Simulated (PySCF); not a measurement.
## Calculated NMR data

Theoretical values (PySCF 2.14.0 with density-fitted response routines): GFN2-xTB structure, σ from GIAO-PBE0/pcSseg-1. Isolated molecule, non-relativistic Hamiltonian, one averaged value for each set of equivalent atoms, one computed conformer.

Shifts are taken against calculated references (same method and geometry level): ¹H (σ = 31.72 ppm) and ¹³C (σ = 186.93 ppm) against TMS. Splittings of carbon signals by F and P are missing where no couplings were computed. Where no couplings were computed, multiplicities follow the n + 1 count of equivalent neighbours, and m marks all less simple cases (inequivalent or close neighbours, rings, F or P nearby). Shifts are as computed. Against solution values, carbons near 30 ppm lie about +3 ppm off and those near 130 ppm about +5 ppm; carbons on Cl a further +6 ppm. Of 1211 compounds with measured shifts, 218 miss one by over three times the rms of a fit or turn the order of signals round; such compounds aren't used in these exercises. Carbons bonded to Cl come out too deshielded. OH and NH positions are gas-phase values without hydrogen bonding to other molecules.

Compound 1 (C7H8ClN). ¹H NMR (500 MHz, computed): δ 7.45 (d, 1H), 7.24 (d, 1H), 6.84 (m, 1H), 3.93 (br s, 2H), 2.23 (s, 3H). ¹³C{¹H} NMR (computed): δ 146.3 (C), 134.2 (CH), 133.5 (CH), 127.1 (C), 125.4 (C), 122.1 (CH), 20.5 (CH3). Structure: SMILES C1=C(Cl)C(N)=C(C)C=C1.

Compound 2 (C8H10NP). ¹H NMR (500 MHz, computed): δ 8.83 (m, 2H), 7.49 (m, 2H), 6.10 (m, 1H), 6.10 (m, 1H), 4.56 (m, 1H), 2.01 (m, 3H). ¹³C{¹H} NMR (computed): δ 156.3 (C), 155.1 (CH), 154.1 (C), 137.5 (CH2), 130.9 (CH), 29.9 (CH3). Structure: SMILES C=C(C)Pc1ccncc1.
